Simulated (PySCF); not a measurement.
Bonds (- single, = double, # triple, : aromatic): C1=C2, C2-Si3, Si3-N4, Si3-C5, C5-C6, C6=C7, C7-C5. C1 carries H8, H9; C2 carries H10; Si3 carries H11; N4 carries H12, H13; C5 carries H14; C6 carries H15; C7 carries H16. Stereochemistry as in C=C[Si@H](N)C1C=C1. H8 is cis to Si3; H9 is trans to Si3.

Relativity neglected, equivalent nuclei averaged, in vacuum, one conformer. GFN2-xTB geometry; σ from GIAO-PBE0/pcSseg-1; PySCF 2.14.0 with density-fitted response routines.

Chemical shifts δ = σref − σ; TMS for ¹³C and ¹H and ²⁹Si; ¹⁵N against NH3, all at this level.

```csv
atoms,nucleus,count,Hirshfeld charge,δ (ppm)
H9,¹H,1,0.04,6.40
C1,¹³C,1,-0.09,141.3
N4,¹⁵N,1,-0.32,7.5
C6,¹³C,1,-0.04,117.6
H10,¹H,1,0.04,5.94
H14,¹H,1,0.02,?
H12/H13,¹H,2,0.11,?
H8,¹H,1,0.04,?
C5,¹³C,1,-0.15,7.0
H11,¹H,1,-0.10,5.37
C2,¹³C,1,-0.14,144.1
C7,¹³C,1,-0.04,119.9
H15,¹H,1,0.07,7.16
H16,¹H,1,0.08,?
Si3,²⁹Si,1,0.37,?
```

Question: Fill in the missing shifts.

Answer: 
- H16: 7.38 ppm, hydrogen on an alkene CH; a vinylic proton, deshielded by the sp2 carbon and the C=C anisotropy
- H8: 6.24 ppm, hydrogen on a terminal =CH2 carbon; attached to an sp2 carbon and in the plane of the double bond
- H14: 0.80 ppm, hydrogen on a three-membered-ring carbon; cyclopropane-type protons are shielded by the ring
- H12/H13: 0.16 ppm, hydrogen on a nitrogen bonded to Si; exchangeable; this is the value without hydrogen bonding to other molecules
- Si3: -26.0 ppm, silicon bonded to 2 C, N, H

OH/NH shifts are gas-phase values; hydrogen bonding in solution moves them, usually downfield. Shifts are as computed. Against solution values, carbons near 30 ppm lie about +3 ppm off and those near 130 ppm about +5 ppm. Of 1211 compounds with measured shifts, 218 miss one by over three times the rms of a fit or turn the order of signals round; such compounds aren't used in these exercises. Experimental scales use liquid or dissolved standards, which lie at an offset from isolated NH3 (liquid NH3: subtract about 20 ppm).
